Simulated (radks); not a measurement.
Q: All-electron atom: Ba+ in [Xe] 7d1 (not the ground configuration). Method: Dirac Kohn-Sham, PBE, spin-unpolarised, spherical densities, point nucleus; open shells fill j = l - 1/2 first; computed with a radial shooting solver on a logarithmic mesh with Libxc functionals. Some entries of the table are withheld. Estimate them.

orbital  occ.  eigenvalue (eV)  <1/r> (bohr^-1)  <r^2> (bohr^2)
1s1/2       2        -37239.92            60.71             (1)
2s1/2       2        -5892.261            14.25         0.01415
2p1/2       2        -5550.649            14.23         0.01041
2p3/2       4        -5168.906            12.99         0.01168
3s1/2       2        -1251.702            5.121         0.09731
3p1/2       2        -1108.395            5.033         0.09212
3p3/2       4        -1034.606            4.724         0.09985
3d3/2       4        -783.3207            4.585             (2)
3d5/2       6        -767.5923            4.506             (3)
4s1/2       2        -253.6172            2.103          0.5125
4p1/2       2        -201.5297            1.997          0.5525
4p3/2       4        -186.1489            1.897          0.5963
4d3/2       4              (4)            1.671             (5)
4d5/2       6              (6)            1.646             (7)
5s1/2       2         -43.4654           0.8093             (8)
5p1/2       2         -29.9050           0.7096           3.843
5p3/2       4         -27.7922           0.6759           4.179
7d3/2       1          -2.1938          0.09782           211.7
7d5/2       0          -2.1810          0.09812           212.5

A: 
(1) 1s1/2 <r^2> (bohr^2): 0.0008883
(2) 3d3/2 <r^2> (bohr^2): 0.08261
(3) 3d5/2 <r^2> (bohr^2): 0.08482
(4) 4d3/2 eigenvalue (eV): -101.1062
(5) 4d3/2 <r^2> (bohr^2): 0.7336
(6) 4d5/2 eigenvalue (eV): -98.4913
(7) 4d5/2 <r^2> (bohr^2): 0.7520
(8) 5s1/2 <r^2> (bohr^2): 2.997
